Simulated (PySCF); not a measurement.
A GIAO shielding run with PySCF (density fitting, non-relativistic, gas phase) on SMILES C1=[N+](C)N(C)C=C1F, [C5H8FN2]+:

```
$ OMP_NUM_THREADS=1 python probes_run.py task.json out

{"job": {"kind": "nmr", "xc": "PBE0", "basis": "pcSseg-1"}, "charge": 1, "multiplicity": 1}
C     -0.998729     1.567436     0.148494
N      0.100938     0.646885     0.142277
C      1.387847     0.906513     0.395944
C      2.082481    -0.290578     0.271256
F      3.370058    -0.470082     0.439361
C      1.145846    -1.259975    -0.066668
N     -0.044518    -0.654767    -0.135759
C     -1.313633    -1.243479    -0.451316
H     -1.471167     1.614389    -0.834287
H     -0.628985     2.557944     0.403836
H     -1.746958     1.273641     0.886760
H      1.753626     1.883731     0.644270
H      1.285949    -2.307380    -0.250282
H     -2.012786    -1.126588     0.378626
H     -1.174031    -2.305308    -0.641142
H     -1.743537    -0.783439    -1.342781
```

Hardware: 1 thread of an Intel Xeon Platinum 8259CL, shared host. The job also computes population analyses, field gradients, ring-centre shieldings.

Q: How large is the calculation?

A: 60 electrons, 176 basis functions and 900 auxiliary functions.

Q: How long does it take, and how much memory does it need?

A: 40 s of wall time, with 14 SCF cycles and 4 response iterations; peak memory 0.79 GiB. Times on a shared host scatter by some tens of per cent.
